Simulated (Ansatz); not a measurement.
A structure relaxed at r2SCAN-D4/def2-SVP in Ansatz, charge 0, singlet:

```xyz
14

Al   -0.130   -0.940    1.203
Al    0.285    0.631   -0.978
O     0.593   -0.614    2.711
O     1.542    1.782   -0.877
O    -1.300   -2.174    1.104
O     0.963   -0.931   -0.268
O    -0.647    0.243   -2.440
O    -1.224    1.573   -2.018
H     1.710   -1.482   -0.526
H    -1.687   -2.588    1.879
H     1.511    2.621   -1.344
H    -0.724    0.503    0.418
H     1.239    0.064    2.919
H    -2.132    1.313   -1.785
```

(1) Give its formula.

(2) Summarise the bond lengths by kind (pairs closer than 1.2 times the sum of covalent radii, bridged metal pairs left out).

Answers

(1) Al2O6H6.

(2) 7 × Al–O 1.70 to 2.06 Å; 1 × O–O 1.51 Å; 5 × H–O 0.96 to 0.97 Å; 2 × Al–H 1.73 to 1.75 Å.

The structure holds one bond between oxygen atoms, so isomers without such links may lie far lower. Another isomer (singlet) lies 0.62 eV lower at PBE0-D4/def2-TZVP; other spin states weren't run for this one.
